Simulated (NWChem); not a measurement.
# trisilylamine (Si$_{3}$NH$_{9}$); SMILES N([SiH3])([SiH3])[SiH3]

Program: NWChem. The geometry was optimised at PBE0/def2-SVP. Static field.

Task: Predict the results for PBE0/def2-SVPD. Quantities: isotropic polarisability (bohr³); anisotropy (bohr³).

Result: 
- isotropic polarisability (bohr³): 89.0
- anisotropy (bohr³): 16.3
